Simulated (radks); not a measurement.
Results of a calculation; reference values are marked as such.
Problem. The mean radii <r> (bohr) of the occupied orbitals of an atom or ion are listed with their occupations. Code: a radial shooting solver on a logarithmic mesh with Libxc functionals. Model: non-relativistic Kohn-Sham, LB94 model potential, spin-polarised, spherical densities, point nucleus.

| orbital | occ. | <r> |
|---|---|---|
| 1s down | 1 | 0.01867 |
| 1s up | 1 | 0.01867 |
| 2s down | 1 | 0.07852 |
| 2s up | 1 | 0.07852 |
| 2p down | 3 | 0.06629 |
| 2p up | 3 | 0.06629 |
| 3s up | 1 | 0.1974 |
| 3s down | 1 | 0.1974 |
| 3p up | 3 | 0.1879 |
| 3p down | 3 | 0.1878 |
| 3d up | 5 | 0.1637 |
| 3d down | 5 | 0.1637 |
| 4s up | 1 | 0.4298 |
| 4s down | 1 | 0.4299 |
| 4p up | 3 | 0.4317 |
| 4p down | 3 | 0.4318 |
| 4d up | 5 | 0.4331 |
| 4d down | 5 | 0.4333 |
| 4f up | 7 | 0.4300 |
| 4f down | 6 | 0.4302 |

Name the element and its charge. Open shells, if any, are filled with parallel spins first.

Solution. Z = 81, thallium, charge +22: Tl22+ in [Kr] 4d10 4f13. The 1s radius gives Z: for a bare nucleus <r> = 1.5/Z, 0.01852 bohr for Z = 81, and screening makes it slightly larger (0.01867 here). The occupations add up to 59, and the charge is Z minus that.
